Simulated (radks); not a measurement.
Trend from Mg to Ar: ionisation energy by Delta-SCF between NIST ground configurations, and size. Method: Dirac Kohn-Sham, PBE, spin-unpolarised, spherical densities, point nucleus; open shells are shared between the two j in proportion to 2j + 1; computed with a radial shooting solver on a logarithmic mesh with Libxc functionals.

| species | configuration | configuration of the ion | IE (eV) | NIST (eV) | kind | outermost | <r> outermost (bohr) |
|---|---|---|---|---|---|---|---|
| Mg | [Ne] 3s2 | [Ne] 3s1 | 7.960 | 7.646 | exp. | 3s1/2 | 3.15 |
| Al | [Ne] 3s2 3p1 | [Ne] 3s2 | 5.761 | 5.986 | exp. | 3p3/2 | 3.45 |
| Si | [Ne] 3s2 3p2 | [Ne] 3s2 3p1 | 7.740 | 8.152 | exp. | 3p3/2 | 2.80 |
| P | [Ne] 3s2 3p3 | [Ne] 3s2 3p2 | 9.730 | 10.487 | exp. | 3p3/2 | 2.38 |
| S | [Ne] 3s2 3p4 | [Ne] 3s2 3p3 | 11.769 | 10.360 | exp. | 3p3/2 | 2.07 |
| Cl | [Ne] 3s2 3p5 | [Ne] 3s2 3p4 | 13.875 | 12.968 | exp. | 3p3/2 | 1.85 |
| Ar | [Ar] | [Ne] 3s2 3p5 | 16.058 | 15.760 | exp. | 3p3/2 | 1.67 |

Reference values: NIST Atomic Spectra Database (exp. = measured, semi-emp. = semi-empirical, theory = theoretical value adopted there). Spin polarisation and multiplet splitting are left out, so open shells lie too high by an amount that depends on their filling.

Beside tabulated values, note that spin-unpolarised runs miss the spin-polarisation part of the exchange energy of open shells.
